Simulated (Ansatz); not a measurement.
`O[SiH2]S[SiH3]` + `O[SiH](Br)O[SiH3]` → `[SiH3]O[SiH](Br)O[SiH3]` + `O[SiH2]S`  (ligand exchange at the Si–S bond)

Calculated with Ansatz (gas phase, PBE0-D4/def2-TZVP geometries, no zero-point term in ΔE). CCSD(T)/CBS is the MP2 limit (def2-TZVPP, def2-QZVPP) plus CCSD(T) − MP2 in def2-TZVPP, frozen cores. DFT in def2-TZVPP. B3LYP here is the variant with VWN-RPA as its local correlation; programs differ in this. For Br outer-core shells are correlated without core-valence functions, which leaves a few kJ/mol of doubt a bond. Scalar relativity is left out up to krypton. One conformer a species, not always the lowest.

`O[SiH2]S[SiH3]`:

```xyz
10

O     0.527   -0.306   -1.870
Si    1.039   -0.963   -0.454
S     0.927    0.407    1.177
Si   -1.157    0.877    1.022
H     0.949    0.506   -2.157
H     0.148   -2.123   -0.240
H     2.467   -1.364   -0.494
H    -1.580    1.376    2.353
H    -1.395    1.930    0.004
H    -1.925   -0.340    0.659
```

`O[SiH](Br)O[SiH3]`:

Cartesian coordinates in Å:
```
O -2.153 1.119 0.498
Si -0.806 1.004 -0.399
Br 0.754 2.380 0.399
O -0.184 -0.488 -0.396
Si 1.126 -1.411 -0.028
H -2.087 1.072 1.453
H -1.168 1.409 -1.763
H 1.358 -1.398 1.439
H 2.329 -0.896 -0.727
H 0.831 -2.792 -0.475
```

`[SiH3]O[SiH](Br)O[SiH3]`:

Cartesian coordinates in Å:
```
Si -1.515 1.825 -0.754
O -1.469 0.492 0.211
Si -0.861 -0.993 0.369
Br -0.694 -1.912 -1.650
O 0.605 -0.960 1.041
Si 2.218 -0.854 0.728
H -2.308 1.537 -1.973
H -2.154 2.912 0.025
H -0.136 2.220 -1.136
H -1.763 -1.806 1.194
H 2.687 -2.100 0.075
H 2.907 -0.669 2.026
H 2.485 0.307 -0.157
```

`O[SiH2]S`:

Z-matrix (Å, degrees):
```
Si
S 1 2.133
O 1 1.642 2 113.5
H 1 1.478 2 111.7 3 117.8
H 1 1.484 2 102.9 3 -122.0
H 2 1.344 1 94.6 3 -65.2
H 3 0.959 1 117.2 2 -51.2
```

| level | ΔE (kJ/mol) | difference from CCSD(T)/CBS |
| --- | --- | --- |
| PBE-D4 | -28.0 | 15.5 |
| PBE0-D4 | -32.5 | 11.0 |
| ωB97X-V | -43.1 | 0.4 |
| PBE0 | -32.0 | 11.5 |
| B3LYP | -47.3 | -3.8 |
| HF/def2-TZVPP | -63.3 | -19.8 |
| MP2/def2-TZVPP | -42.4 | 1.1 |
| SCS-MP2/def2-TZVPP | -48.9 | -5.4 |
| CCSD(T)/def2-TZVPP | -45.9 | -2.4 |
| HF/CBS(def2) | -66.1 | -22.6 |
| CCSD(T)/CBS | -43.5 | 0 |

Largest T1 diagnostic among the species: 0.012.

In def2-TZVPP, CCSD(T) changes the Hartree–Fock value by +17.4 kJ/mol (the triples alone add +3.7 kJ/mol) and MP2 by +20.9 kJ/mol. From PBE to PBE0 (25 % exact exchange), in def2-TZVPP and without D4, ΔE moves by −4.2 kJ/mol.
